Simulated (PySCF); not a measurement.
Species: C4H3B.
Geometry (GFN2-xTB, Å), atoms numbered from 1 in this order:
```xyz
8
C4H3B angstrom
B      2.3169    0.0943    0.0862
C      0.8424    0.0340    0.2705
C     -0.3667   -0.0135    0.4223
C     -1.7094   -0.0672    0.5902
C     -2.9058   -0.1171    0.7399
H      2.8322    1.1291   -0.0978
H      2.9447   -0.8928    0.1272
H     -3.9452   -0.1574    0.8717
```

The closed-shell SCF was solved with PySCF and density fitting under several settings on one GFN2-xTB geometry (grid level 2 and gas phase unless stated).

```csv
settings,basis functions,SCF cycles,E (Eh),HOMO (eV),LUMO (eV),dipole (D)
"PBE/pcSseg-1, fitting basis def2-qzvpp-jkfit",100,11,-178.6723,-6.46,-3.71,1.55
"PBE0/def2-SVP, IEF-PCM dimethylsulfoxide, grid level 3, start guess huckel",85,11,-178.5703,-7.54,-2.81,1.87
```

Estimate the row for these settings: PBE0/6-311+G(2d,p), grid level 1, fitting basis def2-universal-jkfit.

```tsv
settings	basis functions	SCF cycles	E (Eh)	HOMO (eV)	LUMO (eV)	dipole (D)
PBE0/6-311+G(2d,p), grid level 1, fitting basis def2-universal-jkfit	153	11	-178.7470	-7.52	-2.85	1.34
```

Over all rows, what range does the HOMO–LUMO gap span?

From 2.75 eV (PBE/pcSseg-1, fitting basis def2-qzvpp-jkfit) to 4.73 eV (PBE0/def2-SVP, IEF-PCM dimethylsulfoxide, grid level 3, start guess huckel). The functional of the narrowest has no exact exchange, that of the widest 25 % exact exchange.

And the dipole moment?

From 1.34 D (PBE0/6-311+G(2d,p), grid level 1, fitting basis def2-universal-jkfit) to 1.87 D (PBE0/def2-SVP, IEF-PCM dimethylsulfoxide, grid level 3, start guess huckel); the largest is 1.40 times the smallest, and the median is 1.55 D.

Whole jobs, the steps after the SCF included, on an AMD EPYC 7R32 with one thread, no GPU, shared host:

```
                                                                  settings                           work after the SCF  wall time  peak memory
                              PBE/pcSseg-1, fitting basis def2-qzvpp-jkfit      shieldings, charges and field gradients      7.0 s     0.37 GiB
PBE0/def2-SVP, IEF-PCM dimethylsulfoxide, grid level 3, start guess huckel                                   shieldings      4.4 s     0.50 GiB
      PBE0/6-311+G(2d,p), grid level 1, fitting basis def2-universal-jkfit  spin–spin couplings from 8 perturbed nuclei       12 s     0.52 GiB
```

All basis functions are spherical, in the Pople sets too. The species at its GFN2-xTB geometry.
